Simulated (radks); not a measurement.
Os2+, 74 electrons, occupied as [Xe] 4f14 5d5 6p1 (not the ground configuration).

Method: scalar-relativistic Kohn-Sham, PBEsol, spin-polarised, spherical densities, point nucleus; open shells are filled with parallel spins first (spin-orbit coupling, left out, can overturn this in heavy ions); computed with a radial shooting solver on a logarithmic mesh with Libxc functionals.

Energy parts (hartree):
| part | energy |
|---|---|
| total | -17247.7594 |
| kinetic | 19120.1682 |
| electron-nucleus | -42697.4794 |
| Hartree | 6662.2998 |
| exchange-correlation | -332.7480 |

Orbitals (lengths in bohr, moments of r in powers of bohr; r(90%) holds 90 % of the orbital's charge):
orbital  occ.  eigenvalue (hartree)       <r^4>  r(90%)
1s up       1             -2714.888   5.121e-07  0.0323
1s down     1             -2714.887   5.121e-07  0.0323
2s up       1             -473.4977  0.00007626   0.116
2s down     1             -473.4863  0.00007626   0.116
2p up       3             -412.4087  0.00006066   0.110
2p down     3             -412.3993  0.00006066   0.110
3s up       1             -110.7951    0.002785   0.284
3s down     1             -110.7906    0.002785   0.284
3p up       3             -92.86263    0.003021   0.291
3p down     3             -92.85764    0.003021   0.291
3d up       5             -72.83503    0.002328   0.273
3d down     5             -72.82681    0.002328   0.273
4s up       1             -24.00425     0.06422   0.620
4s down     1             -23.99316     0.06420   0.620
4p up       3             -18.12264     0.08579   0.667
4p down     3             -18.11200     0.08568   0.667
4d up       5             -10.82610      0.1232   0.732
4d down     5             -10.81344      0.1226   0.731
5s up       1              -4.20259       1.887    1.44
5s down     1              -4.10997       1.825    1.43
4f up       7              -2.72002      0.3272   0.913
5p up       3              -2.70873       3.559    1.69
4f down     7              -2.69825      0.3101   0.903
5p down     3              -2.59000       3.429    1.68
5d up       5              -1.02819       16.29    2.48
5d down     0              -0.87967       16.82    2.50
6p up       1              -0.59172       173.1    4.48

The highest occupied level is 6p up at -16.101 eV. The configuration is held as typed, so some empty levels lie below it. Summed over all electrons, <r^2> = 48.40 bohr^2, which gives a Langevin (diamagnetic) susceptibility term of -38.3 x 10^-6 cm^3/mol. The density falls to 0.001 e/bohr^3 at r = 4.15 bohr. Spin moment in Bohr magnetons: 6.
